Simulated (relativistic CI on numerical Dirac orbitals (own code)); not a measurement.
One change at a time: Ho⁴⁴⁺

Base calculation: Dirac-Coulomb-Breit CI, KLI orbitals optimised for each configuration, a model potential for QED, unscaled Slater integrals.

Configuration list (outside the closed core [Ne]): 3s2 3p6 3d5, 3s2 3p5 3d6, 3s2 3p4 3d7, 3s 3p6 3d6, 3p6 3d7, 3s 3p5 3d7, 3s2 3p6 3d4 4s, 3s2 3p6 3d4 4p, 3s2 3p4 3d6 4s, 3s2 3p6 3d4 4d, 3s2 3p4 3d6 4p, 3s2 3p5 3d5 4s, 3s2 3p6 3d4 4f, 3s 3p5 3d6 4s, 3s2 3p5 3d5 4p, 3s 3p5 3d6 4p, 3p6 3d6 4s, 3s2 3p6 3d3 4s2, 3p6 3d6 4p, 3s2 3p6 3d3 4s 4p, 3s2 3p6 3d4 5s, 3p6 3d5 4s2. Levels of other configurations are missing.

Variants: (1) configuration mixing switched off; (2) only the first 3 configurations. Shifts of the energy above 3s2 3p6 3d5 4P_5/2, in cm⁻¹, for the lowest level and the first level of each name with at least 55 % of one term (blank where a level changes its place among those of its configuration and J or its character, or is not in the variant):

| Level | Base | Δ(1) | Δ(2) |
| --- | --- | --- | --- |
| 3s2 3p6 3d5 4P_5/2 | 0 | 0 | 0 |
| 3s2 3p6 3d5 2D_3/2 | 564978 | +4378 | -499 |
| 3s2 3p6 3d5 4D_1/2 | 723805 | -3446 | +752 |
| 3s2 3p6 3d5 2I_13/2 | 724069 | -18060 | -3584 |
| 3s2 3p6 3d5 2G_7/2 | 803639 | -5273 | +566 |
| 3s2 3p6 3d5 4F_5/2 | 813664 | -940 | -753 |
| 3s2 3p6 3d5 2G_9/2 | 925250 | -2851 | -738 |
| 3s2 3p6 3d5 2P_3/2 | 1038879 | +6860 | +2155 |
| 3s2 3p6 3d5 2P_1/2 | 1278958 | +5349 | +2834 |
| 3s2 3p5 3d6 4H°_13/2 | 2857761 | -22927 | -1397 |
| 3s2 3p5 3d6 4I°_15/2 | 2922676 | -25288 | -3758 |

At this charge energies of transitions that change n are usually good to better than 1 %, and those within a shell (Δn = 0) to a few per cent.

Ionisation energy from the two ground configurations alone: base 3591.71 eV. The NIST ASD value (theoretical) is 3592 eV.

LS names give the leading component of a level, which can be under half, so a name can repeat, a term be missing and a line seem to break the LS rules.
